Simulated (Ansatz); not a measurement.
The cluster Ga2PF3, relaxed as a singlet with RKS PBE-D4/def2-SVP in Ansatz, starting from the GFN2-xTB geometry. Force threshold 0.02 eV/Å.

Another isomer (singlet) lies 1.52 eV lower at PBE0-D4/def2-TZVP; other spin states weren't run for this one.

Start:

```xyz
6

Ga   -1.386   -2.877   -0.132
Ga    0.294    0.222    0.044
P     1.707    2.053   -0.027
F     0.447   -1.791   -0.621
F     0.384    3.074    0.190
F    -1.446   -0.682    0.546
```

| step | energy (eV) | largest force component (eV/Å) | SCF passes |
| --- | --- | --- | --- |
| 1 | -122147.7790 | 1.882 | 19 |
| 2 | -122148.2364 | 0.876 | 26 |
| 3 | -122148.3282 | 0.935 | 25 |
| 4 | -122148.3502 | 0.795 | 26 |
| 5 | -122148.3521 | 0.265 | 25 |
| 6 | -122148.3801 | 0.298 | 26 |
| 7 | -122148.3874 | 0.024 | 21 |
| 8 | -122148.3874 | 0.001 | 15 |

Force components are those of the run's own axes.

End:

```csv
atom,x (Å),y (Å),z (Å)
Ga1,-1.2851,-2.6285,-0.0331
Ga2,0.2700,0.0804,-0.0770
P3,1.5234,1.9155,-0.1868
F4,0.5462,-1.7795,-0.5164
F5,0.4096,3.0135,0.4069
F6,-1.4640,-0.6014,0.4064
```

Bonds formed: Ga1–F6 (atoms count from 1).

No frequencies were taken in this run, so the end may be a saddle point.

Hardware: 4 threads of Arm Neoverse V1 on a shared host. Wall time 8.5 s.
